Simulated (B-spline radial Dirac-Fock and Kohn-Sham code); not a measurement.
## Relativistic shifts of the levels of Sc¹⁴⁺

System: Sc¹⁴⁺ in the configuration [He] 2s2 2p3.

Both columns are ΔSCF binding energies of the configuration average from a radial atomic solver: non-relativistic Hartree-Fock with a point nucleus, and Dirac-Fock with a finite nucleus and the Coulomb interaction alone, averaged over the two j levels with weights 2j+1.

| shell | Hartree-Fock (eV) | Dirac-Fock (eV) | shift (eV) | shift (%) |
| --- | --- | --- | --- | --- |
| 1s | 5083.6 | 5112.3 | +28.66 | +0.56 |
| 2s | 978.0 | 984.9 | +6.87 | +0.70 |
| 2p | 918.7 | 920.7 | +1.91 | +0.21 |

Relativity binds 1s, 2s, 2p more strongly, among those listed most of all 2s in relative terms.

Values without a named source are computed, but for edge energies of neutral atoms, which are taken from tables.
